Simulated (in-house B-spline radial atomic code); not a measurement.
Te⁺. Computed with a B-spline radial atomic code. Model: non-relativistic spherical atom: semilocal Troullier-Martins pseudo-atom, one channel per l, against all electrons, high spin, G0W0 and RPA with empty states to l = 8, local potential for every l without a channel, a model core (radius 0 = none) keeps its share of the functional.

Without relativity these are model numbers for so heavy an element.

What the tables leave out is listed at the end.

The pseudopotential gives back the lowest level of each angular momentum of its own functional in the configuration it was made in; a second state of the same l is only approximately right. Exact exchange, RPA and GW see the smooth pseudo-orbitals and miss the exchange with the core, for which the functional's share stands in. The column with an uncorrelated core keeps all orbitals and exact exchange, and so separates missing core correlation from pseudisation. Only the three outermost levels and the lowest empty one were computed. RPA here is direct RPA, with no exchange kernel, and its energies carry an (l + 1/2)⁻⁴ tail. A hybrid on a potential with a model core restores only its own semilocal share of the core's exchange.

Command:
```bash
python run_psgw.py task.json out
```
Settings (lengths in bohr, energies in hartree):
```
Z                      52
electrons              51
configuration          [Kr] 4d10 5s2 5p3
generated_in           [Kr] 4d10 5s2 5p3
functional             lda,vwn
core_shells            9
radius_factor          0.8
core_correction        True
```

Time taken, with all properties: 39 s on 1 thread of Arm Neoverse N1, on a shared host.

Given: made with LDA VWN5; model core radius 1.54 bohr; local radius 1.669 bohr; mean-field start LDA VWN5.

Valence shells of the generating configuration: 5s, 5p.

Channel: s 1.476, p 1.698, d 2.764 (radii in bohr).

Computed: largest level miss in the spin-unpolarised generating configuration 0 eV; valence RPA correlation energy all-electron orbitals -0.17323 hartree; all-electron RPA polarisability, core included 19.8 bohr³; pseudo-atom RPA polarisability 19.854 bohr³.

```
          level  occupied  mean-field all-electron (eV)  mean-field pseudo minus all (eV)  G0W0 all-electron (eV)  G0W0 uncorrelated core minus all (eV)  G0W0 pseudo minus all (eV)  exchange self-energy all-electron (eV)  exchange self-energy pseudo (eV)
          5p up         1                       -14.597                            -0.003                 -18.842                                  0.316                      -0.066                                 -17.545                           -14.506
        5s down         1                       -21.232                            -0.017                 -25.112                                  0.816                      -0.187                                 -16.427                           -11.641
5p down (empty)         0                       -12.712                            -0.011                 -9.2706                                  0.361                      -0.398                                 -5.3613                           -2.3867
```

(1) What is the valence RPA correlation energy pseudo?

Given: mean-field start PBE0.

Computed: valence RPA correlation energy all-electron orbitals -0.15762 hartree; all-electron RPA polarisability, core included 17.773 bohr³; pseudo-atom RPA polarisability 18.253 bohr³.

```json
{"level": "5p up", "occupied": "1", "mean-field all-electron (eV)": "-15.79", "mean-field pseudo minus all (eV)": "0.068", "G0W0 all-electron (eV)": "-19.017", "G0W0 uncorrelated core minus all (eV)": "0.304", "G0W0 pseudo minus all (eV)": "0.215", "exchange self-energy all-electron (eV)": "-17.432", "exchange self-energy pseudo (eV)": "-14.427"}
{"level": "5s down", "occupied": "1", "mean-field all-electron (eV)": "-21.711", "mean-field pseudo minus all (eV)": "0.317", "G0W0 all-electron (eV)": "-25.107", "G0W0 uncorrelated core minus all (eV)": "0.813", "G0W0 pseudo minus all (eV)": "0.775", "exchange self-energy all-electron (eV)": "-16.167", "exchange self-energy pseudo (eV)": "-11.39"}
{"level": "5p down (empty)", "occupied": "0", "mean-field all-electron (eV)": "-11.207", "mean-field pseudo minus all (eV)": "0.028", "G0W0 all-electron (eV)": "-9.0768", "G0W0 uncorrelated core minus all (eV)": "0.347", "G0W0 pseudo minus all (eV)": "0.027", "exchange self-energy all-electron (eV)": "-5.0398", "exchange self-energy pseudo (eV)": "-2.3319"}
```

(2) What is the valence RPA correlation energy pseudo?

Results:

(1) -0.19166 hartree.

(2) -0.17395 hartree.

Among the listed levels the largest G0W0 shift of the pseudo-atom is +0.78 eV, for 5s down on the PBE0 start, while leaving the core uncorrelated moves that level by +0.81 eV. The rest, -0.04 eV, comes from pseudisation and the lost core exchange. Not in the tables (levels of low weight, unsolved or above zero; the highest and the empty levels are kept at any weight): on LDA the G0W0 levels 5s up (pseudo minus all +0.09 eV, weights 0.22 and 0.22); on PBE0 the G0W0 levels 5s up (pseudo minus all +0.58 eV, weights 0.41 and 0.36); no Hartree-Fock pseudo-atom is run with a model core.
